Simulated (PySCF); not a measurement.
PySCF job for 1-methyl-2,5-dihydropyrrole (C₅H₉N), SMILES CN1CC=CC1, B3LYP-D3(BJ)/def2-SVP. Geometry optimised at B3LYP-D3(BJ)/def2-SVP. Other conformers were not sampled.

```python
import numpy as np
from pyscf import gto, scf, dft, df
from pyscf.hessian import thermo

mol = gto.M(
    atom='''
    C     2.04061877    0.09699811    0.00000000
    N     0.66502855   -0.31957823   -0.00000000
    C    -0.11697706   -0.00097203   -1.18939881
    C    -1.52900703    0.03449694   -0.66799787
    C    -1.52900703    0.03449695    0.66799787
    C    -0.11697706   -0.00097204    1.18939880
    H     2.55972501   -0.29915847   -0.88797599
    H     2.55972502   -0.29915847    0.88797599
    H     2.17217031    1.20585023    0.00000000
    H     0.03591748   -0.74981179   -1.99093263
    H     0.15176166    0.98883985   -1.63519092
    H    -2.40704098    0.08358532   -1.31468334
    H    -2.40704097    0.08358532    1.31468334
    H     0.15176166    0.98883985    1.63519093
    H     0.03591747   -0.74981178    1.99093263
    ''',
    basis='def2-SVP',
    charge=0,
    spin=0,
    max_memory=1600,
    verbose=3,
)
mf = dft.RKS(mol, xc='b3lyp').density_fit(auxbasis='def2-universal-jkfit')
mf.disp = 'd3bj'
mf.grids.level = 3
mf.conv_tol = 1e-11
mf.max_cycle = 100
mf.kernel()

# [left out here: the lines that compute and print the analytic Hessian (its translational invariance restored by hand, since the grid's response is missing), thermochemistry and intensities]
```

Output:

```
converged SCF energy = -250.500207438975

WARN: DFTD3 does not support analytical Hessian, using finite difference


WARN: Mole.unit (angstrom) is changed to Bohr

Mode                                 0                   1                   2
Irrep
Freq [cm^-1]                      136.1321            232.1322            293.2012
Reduced mass [au]                   2.2785              1.0499              2.2919
Force const [Dyne/A]                0.0249              0.0333              0.1161
Char temp [K]                     195.8638            333.9866            421.8513
Normal mode                   x     y     z       x     y     z       x     y     z
       0   C                 0.03 -0.11  0.00   -0.00  0.00  0.03    0.06 -0.04  0.00
       1   N                -0.01  0.05 -0.00    0.00 -0.00 -0.00    0.00  0.18 -0.00
       2   C                 0.00  0.11  0.01   -0.01 -0.03 -0.01   -0.02 -0.04 -0.03
       3   C                -0.01 -0.08 -0.00   -0.00 -0.02 -0.00   -0.01 -0.01 -0.00
       4   C                -0.01 -0.08  0.00    0.00  0.02 -0.00   -0.01 -0.01  0.00
       5   C                 0.00  0.11 -0.01    0.01  0.03 -0.01   -0.02 -0.04  0.03
       6   H                -0.02 -0.17 -0.00   -0.14  0.46 -0.26   -0.01 -0.13  0.00
       7   H                -0.02 -0.17  0.00    0.14 -0.46 -0.26   -0.01 -0.13 -0.00
       8   H                 0.17 -0.13  0.00   -0.00  0.00  0.58    0.28 -0.06  0.00
       9   H                 0.10  0.20 -0.06   -0.01 -0.05  0.01   -0.05 -0.20  0.11
      10   H                -0.09  0.18  0.12   -0.03 -0.04 -0.04   -0.06 -0.13 -0.25
      11   H                -0.02 -0.18 -0.00   -0.01 -0.05  0.00   -0.02 -0.01  0.01
      12   H                -0.02 -0.18  0.00    0.01  0.05  0.00   -0.02 -0.01 -0.01
      13   H                -0.09  0.18 -0.12    0.03  0.04 -0.04   -0.06 -0.13  0.25
      14   H                 0.10  0.20  0.06    0.01  0.05  0.01   -0.05 -0.20 -0.11
[...]
Force const [Dyne/A]                1.4469              1.3318              1.3917
Char temp [K]                    2078.4744           2103.2085           2129.6125
Normal mode                   x     y     z       x     y     z       x     y     z
       0   C                 0.10  0.01  0.00   -0.03 -0.05  0.00   -0.00 -0.00 -0.04
       1   N                 0.02 -0.00  0.00    0.00 -0.01  0.00   -0.00 -0.00 -0.04
       2   C                -0.03 -0.00  0.00    0.01  0.00 -0.02   -0.01 -0.01  0.03
       3   C                 0.01 -0.00 -0.01   -0.00  0.00  0.00    0.01 -0.00 -0.00
       4   C                 0.01 -0.00  0.01   -0.00  0.00 -0.00   -0.01  0.00 -0.00
       5   C                -0.03 -0.00 -0.00    0.01  0.00  0.02    0.01  0.01  0.03
       6   H                -0.50 -0.04 -0.31   -0.13  0.44 -0.27   -0.23 -0.42  0.04
       7   H                -0.50 -0.04  0.31   -0.13  0.44  0.27    0.23  0.42  0.04
       8   H                -0.30  0.05 -0.00    0.53 -0.08 -0.00    0.00 -0.00  0.61
       9   H                 0.07  0.06 -0.05   -0.04 -0.11  0.09    0.08  0.11 -0.07
      10   H                 0.09 -0.05 -0.07   -0.04  0.07  0.13    0.06 -0.08 -0.11
      11   H                 0.01  0.00 -0.01    0.00 -0.00 -0.00   -0.02  0.00  0.03
      12   H                 0.01  0.00  0.01    0.00 -0.00  0.00    0.02 -0.00  0.03
      13   H                 0.09 -0.05  0.07   -0.04  0.07 -0.13   -0.06  0.08 -0.11
      14   H                 0.07  0.06  0.05   -0.04 -0.11 -0.09   -0.08 -0.11 -0.07
Mode                                27                  28                  29
Irrep
Freq [cm^-1]                     1483.3501           1501.7873           1699.2596
Reduced mass [au]                   1.0738              1.1078              6.3857
Force const [Dyne/A]                1.3921              1.4721             10.8637
Char temp [K]                    2134.2105           2160.7375           2444.8562
Normal mode                   x     y     z       x     y     z       x     y     z
       0   C                 0.00  0.00 -0.01    0.03  0.01  0.00    0.00  0.00 -0.00
       1   N                 0.00  0.00 -0.03    0.02  0.01  0.00   -0.01 -0.00 -0.00
       2   C                 0.01  0.01 -0.04   -0.01  0.01 -0.06    0.00  0.00 -0.02
       3   C                 0.00  0.00 -0.00    0.00  0.00  0.00   -0.02  0.00  0.19
       4   C                -0.00 -0.00 -0.00    0.00  0.00 -0.00   -0.02  0.00 -0.19
       5   C                -0.01 -0.01 -0.04   -0.01  0.01  0.06    0.00  0.00  0.02
       6   H                -0.09 -0.14  0.01   -0.05 -0.15  0.03   -0.01 -0.01 -0.01
       7   H                 0.09  0.14  0.01   -0.05 -0.15 -0.03   -0.01 -0.01  0.01
       8   H                -0.00  0.00  0.19   -0.24  0.04 -0.00   -0.00  0.00  0.00
       9   H                -0.08 -0.34  0.29   -0.06 -0.33  0.27    0.07  0.01 -0.02
      10   H                -0.07  0.20  0.40   -0.02  0.20  0.40    0.06 -0.01 -0.02
      11   H                 0.00  0.00 -0.00    0.02 -0.00 -0.02    0.17 -0.01 -0.02
      12   H                -0.00 -0.00 -0.00    0.02 -0.00  0.02    0.17 -0.01  0.02
      13   H                 0.07 -0.20  0.40   -0.02  0.20 -0.40    0.06 -0.01  0.02
      14   H                 0.08  0.34  0.29   -0.06 -0.33 -0.27    0.07  0.01  0.02
Mode                                30                  31                  32
Irrep
Freq [cm^-1]                     2865.7124           2871.6740           2896.4075
Reduced mass [au]                   1.0751              1.0744              1.0639
Force const [Dyne/A]                5.2019              5.2204              5.2585
Char temp [K]                    4123.1221           4131.6995           4167.2856
Normal mode                   x     y     z       x     y     z       x     y     z
       0   C                 0.00  0.00  0.00   -0.00 -0.02  0.00    0.01  0.06  0.00
       1   N                 0.00 -0.00 -0.00   -0.00  0.00 -0.00    0.00  0.00 -0.00
       2   C                 0.02  0.05 -0.02    0.01  0.04 -0.02    0.00  0.02 -0.01
       3   C                 0.00 -0.00  0.00    0.00  0.00 -0.00    0.00 -0.00  0.00
       4   C                -0.00  0.00  0.00    0.00  0.00  0.00    0.00 -0.00 -0.00
       5   C                -0.02 -0.05 -0.02    0.01  0.04  0.02    0.00  0.02  0.01
       6   H                 0.01 -0.00 -0.01    0.03 -0.03 -0.05   -0.06  0.06  0.10
       7   H                -0.01  0.00 -0.01    0.03 -0.03  0.05   -0.06  0.06 -0.10
       8   H                -0.00 -0.00 -0.01    0.01  0.28 -0.00   -0.09 -0.90  0.00
       9   H                 0.00  0.05  0.03    0.00  0.04  0.02    0.01 -0.02 -0.02
      10   H                -0.17 -0.60  0.26   -0.16 -0.57  0.25   -0.05 -0.18  0.09
      11   H                 0.00 -0.00 -0.00   -0.00  0.00 -0.01   -0.00  0.00 -0.00
      12   H                -0.00  0.00 -0.00   -0.00  0.00  0.01   -0.00  0.00  0.00
      13   H                 0.17  0.60  0.26   -0.16 -0.57 -0.25   -0.05 -0.18 -0.09
      14   H                -0.00 -0.05  0.03    0.00  0.04 -0.02    0.01 -0.02  0.02
Mode                                33                  34                  35
Irrep
Freq [cm^-1]                     2996.6318           3000.5487           3051.1331
Reduced mass [au]                   1.0847              1.0873              1.0718
Force const [Dyne/A]                5.7389              5.7678              5.8788
Char temp [K]                    4311.4860           4317.1215           4389.9012
Normal mode                   x     y     z       x     y     z       x     y     z
       0   C                -0.00 -0.00 -0.00    0.00  0.00 -0.00    0.05 -0.05  0.00
       1   N                 0.00 -0.00 -0.00   -0.00  0.00 -0.00    0.00  0.00  0.00
       2   C                 0.01 -0.04 -0.04    0.01 -0.04 -0.04   -0.00  0.00 -0.00
       3   C                 0.00  0.00  0.00    0.00 -0.00  0.00    0.00  0.00  0.00
       4   C                -0.00 -0.00  0.00    0.00 -0.00 -0.00    0.00  0.00 -0.00
       5   C                -0.01  0.04 -0.04    0.01 -0.04  0.04   -0.00  0.00  0.00
       6   H                -0.00  0.00  0.00   -0.00 -0.00 -0.00   -0.31  0.24  0.55
       7   H                 0.00 -0.00  0.00   -0.00 -0.00  0.00   -0.31  0.24 -0.55
       8   H                 0.00  0.00  0.00   -0.01 -0.05  0.00    0.02  0.17  0.00
       9   H                -0.10  0.46  0.48   -0.10  0.47  0.48    0.00  0.01  0.01
      10   H                 0.02  0.03 -0.03    0.01  0.01 -0.02   -0.00 -0.01  0.01
      11   H                -0.01  0.00 -0.01   -0.01  0.00 -0.01    0.00 -0.00 -0.00
      12   H                 0.01 -0.00 -0.01   -0.01  0.00  0.01    0.00 -0.00  0.00
      13   H                -0.02 -0.03 -0.03    0.01  0.01  0.02   -0.00 -0.01 -0.01
      14   H                 0.10 -0.47  0.48   -0.10  0.47 -0.48    0.00  0.01 -0.01
Mode                                36                  37                  38
Irrep
Freq [cm^-1]                     3100.7517           3197.8169           3220.7532
Reduced mass [au]                   1.1051              1.0870              1.1072
Force const [Dyne/A]                6.2602              6.5494              6.7667
Char temp [K]                    4461.2913           4600.9465           4633.9468
Normal mode                   x     y     z       x     y     z       x     y     z
       0   C                 0.00 -0.00 -0.09    0.00 -0.00  0.00    0.00  0.00  0.00
       1   N                 0.00  0.00 -0.00   -0.00  0.00 -0.00    0.00 -0.00  0.00
       2   C                 0.00  0.00  0.00   -0.00  0.00  0.00    0.00 -0.00 -0.00
       3   C                 0.00 -0.00  0.00    0.05 -0.00  0.03   -0.05  0.00 -0.04
       4   C                -0.00  0.00  0.00   -0.05  0.00  0.03   -0.05  0.00  0.04
       5   C                -0.00 -0.00  0.00    0.00 -0.00  0.00    0.00 -0.00  0.00
       6   H                -0.31  0.25  0.54   -0.00 -0.00 -0.00   -0.00 -0.00  0.00
       7   H                 0.31 -0.25  0.54    0.00  0.00 -0.00   -0.00 -0.00 -0.00
       8   H                 0.00  0.00 -0.02    0.00 -0.00  0.00   -0.00 -0.00  0.00
       9   H                 0.00 -0.00 -0.00    0.00 -0.01 -0.01   -0.00  0.01  0.01
      10   H                -0.00 -0.01  0.00    0.00  0.00  0.00   -0.00 -0.01  0.00
      11   H                -0.00 -0.00  0.00   -0.54  0.03 -0.40    0.54 -0.03  0.40
      12   H                 0.00  0.00  0.00    0.54 -0.03 -0.40    0.54 -0.03 -0.40
      13   H                 0.00  0.01  0.00   -0.00 -0.00  0.00   -0.00 -0.01 -0.00
      14   H                -0.00  0.00 -0.00   -0.00  0.01 -0.01   -0.00  0.01 -0.01
temperature 298.1500 [K]
pressure 101325.00 [Pa]
Rotational constants [GHz] 7.27483 3.40059 2.45973
Symmetry number 1
Zero-point energy (ZPE) 0.13195 [Eh]   346424.251 [J/mol]
                           tot       elec      trans        rot        vib
Entropy [J/mol/K]       316.380      0.000    163.876    109.083     43.422
Cv [J/mol/K]             91.195      0.000     12.472     12.472     66.251
Cp [J/mol/K]             99.509      0.000     20.786     12.472     66.251
Internal energy [J/mol]                      3718.434   3718.434 354489.148
Internal energy [Eh]   -250.36236  -250.50021
Enthalpy [J/mol]                             6197.391   3718.434 354489.148
Enthalpy [Eh]          -250.36141
Gibbs free energy [J/mol]                  -42662.343 -28804.523 341543.023
Gibbs free energy [Eh] -250.39734
mode   freq/cm-1   IR/(km/mol)
   1      136.13         0.819
   2      232.13         1.433
   3      293.20         8.220
   4      346.32         0.049
   5      403.51         0.586
   6      620.87         7.328
   7      680.83        19.079
   8      796.40         2.674
   9      875.12        15.865
  10      935.45         3.749
  11      962.56         0.107
  12      996.57         0.643
  13     1019.35        15.645
  14     1034.39         1.387
  15     1073.00        18.978
  16     1111.19         1.724
  17     1134.54        10.147
  18     1187.38         0.199
  19     1194.33         2.210
  20     1245.44        36.156
  21     1275.93        22.109
  22     1315.82         2.207
  23     1385.63         5.181
  24     1389.13        30.316
  25     1444.61         1.883
  26     1461.80        18.009
  27     1480.15         8.260
  28     1483.35         0.566
  29     1501.79         7.032
  30     1699.26         0.591
  31     2865.71       100.082
  32     2871.67        51.388
  33     2896.41       169.588
  34     2996.63        73.539
  35     3000.55        33.998
  36     3051.13        45.393
  37     3100.75        21.076
  38     3197.82         3.221
  39     3220.75        11.933
max |gradient| / (hartree/bohr): 4.011312430971588e-05
APT charges: [ 0.4291 -0.6377  0.3618 -0.0319 -0.0319  0.3618 -0.0303 -0.0303 -0.1175
 -0.0628 -0.1077  0.0341  0.0341 -0.1077 -0.0628]
```

The calculation finished and met its thresholds.

Cost: around 5 core-minutes (rough).
